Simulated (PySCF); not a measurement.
# IrH: one state, many levels of theory

State: ³Δ (triplet), unpaired electrons σ ↑, δ ↑. Set-up: H def2-TZVPP, Ir def2-TZVPP with ECP60; scalar-relativistic core potentials (PySCF 2.14). De refers to H + Ir (5d7 6s2) in their high-spin ground configurations, without counterpoise correction. The functionals are run spin-unrestricted. A positive dipole means H(−)Ir(+).

```json
{"Level": "UHF", "Re (Å)": "1.586", "ωe (cm⁻¹)": "2124", "De (eV)": "n/a", "μ (D)": "2.40"}
{"Level": "UHF-MP2", "Re (Å)": "1.511", "ωe (cm⁻¹)": "2523", "De (eV)": "n/a", "μ (D)": "n/a"}
{"Level": "UHF-SCS-MP2", "Re (Å)": "1.520", "ωe (cm⁻¹)": "2479", "De (eV)": "n/a", "μ (D)": "n/a"}
{"Level": "UHF-CCSD", "Re (Å)": "1.542", "ωe (cm⁻¹)": "2344", "De (eV)": "3.17", "μ (D)": "n/a"}
{"Level": "UHF-CCSD(T)", "Re (Å)": "1.542", "ωe (cm⁻¹)": "2343", "De (eV)": "3.27", "μ (D)": "n/a"}
{"Level": "LDA", "Re (Å)": "1.544", "ωe (cm⁻¹)": "2357", "De (eV)": "n/a", "μ (D)": "1.03"}
{"Level": "PBE", "Re (Å)": "1.552", "ωe (cm⁻¹)": "2302", "De (eV)": "n/a", "μ (D)": "1.16"}
{"Level": "PBEsol", "Re (Å)": "1.547", "ωe (cm⁻¹)": "2339", "De (eV)": "n/a", "μ (D)": "1.11"}
{"Level": "r²SCAN", "Re (Å)": "1.547", "ωe (cm⁻¹)": "2345", "De (eV)": "n/a", "μ (D)": "1.34"}
{"Level": "M06-L", "Re (Å)": "1.568", "ωe (cm⁻¹)": "2206", "De (eV)": "n/a", "μ (D)": "1.48"}
{"Level": "B3LYP", "Re (Å)": "1.557", "ωe (cm⁻¹)": "2281", "De (eV)": "n/a", "μ (D)": "1.38"}
{"Level": "PBE0", "Re (Å)": "1.547", "ωe (cm⁻¹)": "2327", "De (eV)": "n/a", "μ (D)": "1.45"}
{"Level": "ωB97X", "Re (Å)": "1.558", "ωe (cm⁻¹)": "2265", "De (eV)": "n/a", "μ (D)": "1.78"}
```

Question: What does a quarter of exact exchange do here, going from PBE to PBE0?

Answer: PBE0 less PBE: -0.5 pm in Re, +1.1 % in ωe. Exact exchange removes part of the self-interaction that spreads semilocal densities, and in most molecules shortens and stiffens the bond and lowers De; so it does here.

Question: What does the gradient correction do here, going from LDA to PBE?

Answer: PBE less LDA: +0.8 pm in Re, -2.3 % in ωe. The gradient correction favours the more uneven density of free atoms, so it tends to lengthen bonds and takes away much of the overbinding of LDA; so it does here.

Question: What does second-order correlation do here, going from UHF to UHF-MP2?

Answer: UHF-MP2 less UHF: -7.5 pm in Re, +18.8 % in ωe. Correlation nearly always deepens the well. The bond shortens, as in weak, metallic or heavy-atom bonds, where dispersion and the correlation of outer-core electrons pull the atoms together.

Correlated steps freeze no core orbitals. De is left out where the level can put another filling of the metal’s s and d shells below the measured ground configuration, by anything from nothing to about 1 eV. These are scalar-relativistic numbers at best; spin–orbit coupling would shift them, the dissociation energy most. Counting both spins, an empty level lies below a filled one in some of these solutions, because spin and occupation are held. With d or f electrons several states lie close, and the lowest PBE0 determinant need not be the measured ground state.

The whole job (state search and all levels along the bond) took about 13 min on 1 thread of Arm Neoverse N1 (shared host), peak memory 1.5 GiB.
